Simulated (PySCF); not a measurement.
A PySCF script (with the pyscf-properties extension) for the NMR shieldings of SMILES C1[C@H]2[C@H](B([SiH2]CC)C)[C@H]21, C7H15BSi, on a GFN2-xTB geometry:

```python
import basis_set_exchange as bse
import numpy as np
from pyscf import gto, dft
from pyscf.prop import nmr

atoms = """
C     3.558758    0.451949   -0.317383
C     2.176774   -0.075373   -0.676067
Si    1.052025   -0.349070    0.853813
B    -0.700684   -1.024501    0.275751
C    -0.917287   -2.569074    0.045952
C    -1.900111   -0.065347    0.034695
C    -2.104598    1.123029    0.959684
C    -2.960668    1.922515    0.028254
C    -1.642041    1.365405   -0.408017
H     4.172386    0.591221   -1.207443
H     3.481592    1.407888    0.195346
H     4.070181   -0.243307    0.343862
H     2.284892   -1.017062   -1.218025
H     1.698821    0.620638   -1.368680
H     1.052700    0.939387    1.581254
H     1.810891   -1.251929    1.746451
H    -1.030687   -3.048289    1.020607
H    -0.062071   -3.056414   -0.419894
H    -1.804532   -2.819977   -0.533481
H    -2.828294   -0.493539   -0.351237
H    -1.729153    1.318165    1.940036
H    -3.874737    1.484227   -0.358742
H    -3.032375    2.991112    0.194993
H    -0.783519    1.818110   -0.853777
"""
names = dict.fromkeys(["C", "Si", "B", "H"], "pcSseg-1")
basis = {el: gto.basis.parse(bse.get_basis(n, elements=[el], fmt="nwchem")) for el, n in names.items()}
mol = gto.M(atom=atoms, basis=basis, charge=0, verbose=0)
mf = dft.RKS(mol, xc="PBE0")
mf.grids.level = 2
mf.grids.alignment = dft.numint.BLKSIZE   # the property module wants whole blocks of grid points
mf.conv_tol = 1e-9
mf.kernel()

calc = nmr.RKS(mf)   # GIAO
C = mf.mo_coeff
Co = C[:, mf.mo_occ > 0]
resp = mf.gen_response(singlet=True, hermi=2)
def vind(x):   # induced exchange potential for any number of trial vectors
    d = np.einsum("pi,xij,qj->xpq", C, 2 * x.reshape(-1, C.shape[1], Co.shape[1]), Co, optimize=True)
    return np.einsum("xpq,pi,qj->xij", resp(d - d.transpose(0, 2, 1)), C, Co, optimize=True).ravel()
mo1, _ = nmr.rhf.solve_mo1(calc, with_cphf=vind)
sigma = calc.kernel(mo1)
for i, s in enumerate(sigma):   # ppm
    w = np.linalg.eigvalsh((s + s.T) / 2)
    print("%2d %-2s iso %8.1f  s11 %8.1f  s22 %8.1f  s33 %8.1f" % (i, mol.atom_pure_symbol(i), w.mean(), *w))
```

Question: What are the results?

Answer: 
```
 0 C  iso    171.4  s11    162.4  s22    163.4  s33    188.4
 1 C  iso    181.6  s11    173.1  s22    182.7  s33    189.1
 2 Si iso    418.7  s11    389.4  s22    408.2  s33    458.5
 3 B  iso      2.2  s11    -70.8  s22    -50.3  s33    127.6
 4 C  iso    165.7  s11    137.6  s22    177.1  s33    182.5
 5 C  iso    131.2  s11     84.6  s22    121.4  s33    187.6
 6 C  iso    174.7  s11    135.0  s22    186.8  s33    202.3
 7 C  iso    150.8  s11    134.0  s22    138.8  s33    179.5
 8 C  iso    176.9  s11    139.4  s22    186.3  s33    204.9
 9 H  iso     30.1  s11     24.9  s22     27.3  s33     38.2
10 H  iso     30.6  s11     25.9  s22     29.6  s33     36.4
11 H  iso     30.6  s11     26.0  s22     29.0  s33     36.9
12 H  iso     31.1  s11     25.6  s22     30.5  s33     37.2
13 H  iso     31.2  s11     25.6  s22     31.1  s33     37.0
14 H  iso     28.1  s11     24.5  s22     28.8  s33     31.1
15 H  iso     28.2  s11     25.4  s22     26.3  s33     32.9
16 H  iso     30.8  s11     27.0  s22     29.0  s33     36.4
17 H  iso     30.1  s11     26.1  s22     29.9  s33     34.3
18 H  iso     30.1  s11     26.3  s22     29.7  s33     34.4
19 H  iso     30.8  s11     24.6  s22     30.6  s33     37.3
20 H  iso     29.4  s11     23.3  s22     27.7  s33     37.2
21 H  iso     31.1  s11     25.1  s22     28.8  s33     39.4
22 H  iso     30.2  s11     24.2  s22     26.0  s33     40.4
23 H  iso     29.5  s11     22.7  s22     28.3  s33     37.5
```

These numbers come from an equivalent density-fitted implementation of the same equations, which agrees with the script to about 0.01 ppm for H and up to a few tenths of a ppm for heavy atoms, so last digits may differ.

Size and cost of the density-fitted run: 235 basis functions, 97 s wall time on 1 thread of an Arm Neoverse N1, shared host; peak memory 1.1 GiB.
